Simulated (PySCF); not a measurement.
Electronic structure of Ge (germanium, neutral) at the UHF level

Configuration: [Ar] 3d10 4s1 4p3, high-spin 5S determinant (an excited configuration). Calculation: PySCF 2.14, in dyall-ae2z; the spin-free X2C one-electron Hamiltonian (Gaussian nucleus).

```
Total energy                        : -2096.954639 hartree
One-electron energy                 : -2921.2902 hartree
Hartree (Coulomb) energy            : 903.0521 hartree
Exchange energy                     : -78.7166 hartree
⟨S²⟩                                : 6.0027
⟨L²⟩                                : 0.000
Sum of ⟨r⟩                          : 24.29 bohr
Sum of ⟨r²⟩                         : 42.15 bohr²
Langevin diamagnetic susceptibility : -33.4 ×10⁻⁶ cm³/mol
```

| shell | electrons | mean orbital energy (hartree) | rms radius, mean of both spins (bohr) |
| --- | --- | --- | --- |
| 1s α | 1 | -410.88417 | 0.0542 |
| 1s β | 1 | -410.87083 | 0.0542 |
| 2s α | 1 | -53.47332 | 0.227 |
| 2s β | 1 | -53.46481 | 0.227 |
| 2p α | 3 | -46.56668 | 0.203 |
| 2p β | 3 | -46.55864 | 0.203 |
| 3s α | 1 | -7.45353 | 0.668 |
| 3s β | 1 | -7.42409 | 0.668 |
| 3p α | 3 | -5.26098 | 0.700 |
| 3p β | 3 | -5.23919 | 0.700 |
| 3d α | 5 | -1.64486 | 0.814 |
| 3d β | 5 | -1.63301 | 0.814 |
| 4s α | 1 | -0.75520 | 2.32 |
| 4p α | 3 | -0.34236 | 2.94 |

Densities and radii are taken from the X2C orbitals without a picture-change correction, which distorts them close to the nucleus.

Spin-orbit constants ζ (cm⁻¹) from the X2C one-electron operator on these orbitals: bare nucleus, nucleus screened by l(l+1)(2l+1)/3 electrons, and screened by the Breit-Pauli mean field of the electrons.

```csv
shell,bare,screened nucleus,mean field
2p,177500,166400,161400
3p,23590,22120,21310
3d,2584,1777,1637
4p,1047,981.7,937.1
```
